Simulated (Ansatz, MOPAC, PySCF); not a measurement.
System: CH₄BO₂ (charge 0, doublet). SMILES: [O]B(O)C
Structure (B3LYP-D3(BJ)/def2-TZVP (Ansatz, a program for electronic structure) minimum search):
```
B
O 1 1.3366
O 1 1.3667 2 122.08
H 3 0.9613 1 113.41 2 180.00
C 1 1.5980 2 113.53 3 180.00
H 5 1.0877 1 113.73 2 0.00
H 5 1.0935 6 108.52 1 -120.96
H 5 1.0935 6 108.52 7 -118.08
```
Charge 0, spin multiplicity 2.

Unscaled harmonic wavenumbers (cm⁻¹) in rising order, each level at the stationary point that it reaches from this structure (no distance between atoms moves by over 0.3 Å); the order of modes can differ between levels, and a negative number is imaginary. B3LYP-D3(BJ)/def2-TZVP (PySCF, at the structure above): 110, 302, 375, 471, 502, 756, 847, 880, 993, 1163, 1287, 1426, 1477, 1478, 3024, 3090, 3134, 3848.

AM1 (MOPAC): 72, 343, 434, 460, 519, 885, 924, 997, 1277, 1338, 1371, 1384, 1553, 1600, 3103, 3108, 3179, 3516. Zero-point energy 37.3 against 36.0 kcal/mol; where all levels lie over 400 cm⁻¹, the wavenumbers are on average 1.065 times those of B3LYP-D3(BJ)/def2-TZVP.

HF/3-21G (Ansatz): 66, 333, 431, 493, 511, 805, 970, 1012, 1031, 1359, 1528, 1558, 1641, 1644, 3172, 3217, 3261, 3951. Zero-point energy 38.6 against 36.0 kcal/mol; where all levels lie over 400 cm⁻¹, the wavenumbers are on average 1.086 times those of B3LYP-D3(BJ)/def2-TZVP.

HF/6-31G* (Ansatz): 61, 335, 439, 508, 525, 809, 938, 997, 1073, 1368, 1503, 1524, 1618, 1621, 3189, 3241, 3281, 4143. Zero-point energy 38.8 against 36.0 kcal/mol; where all levels lie over 400 cm⁻¹, the wavenumbers are on average 1.090 times those of B3LYP-D3(BJ)/def2-TZVP.

B3LYP/6-31G* (Ansatz): 101, 300, 376, 465, 501, 757, 855, 890, 1013, 1188, 1316, 1454, 1505, 1509, 3039, 3106, 3153, 3798. Zero-point energy 36.2 against 36.0 kcal/mol; where all levels lie over 400 cm⁻¹, the wavenumbers are on average 1.009 times those of B3LYP-D3(BJ)/def2-TZVP.
